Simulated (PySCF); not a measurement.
HgBr, SMILES [Br][Hg] (connectivity only; charge and spin as stated), neutral, multiplicity 2.

The structure is a stationary point at B3LYP-D3(BJ)/def2-TZVP. The spin state was assumed, not searched. The def2 effective core potentials stand for the cores of Hg; spin–orbit coupling is left out.

Two levels are set side by side: PBE/def2-TZVPD (PySCF) and B3LYP/def2-TZVPD (PySCF). Same geometry, gas phase. Differences are taken from unrounded values.

```
quantity                     B3LYP
---------------------------  -----
α-spin orbital gap (eV)       5.84
β-spin orbital gap (eV)       2.79
dipole moment (D)             2.78
mean polarisability (bohr³)   63.4
```

Q: What does PBE give, and how far is it from B3LYP? (An estimate is asked for; the answer gives what the named calculation found.)

A: 
| quantity | PBE | PBE minus B3LYP |
|---|---|---|
| α-spin orbital gap (eV) | 4.69 | -1.15 |
| β-spin orbital gap (eV) | 1.27 | -1.52 |
| dipole moment (D) | 2.62 | -0.16 |
| mean polarisability (bohr³) | 62.9 | -0.4 |

Rough cost on one machine, each run with all the roots and properties that it gave: B3LYP against PBE within a factor of 2.
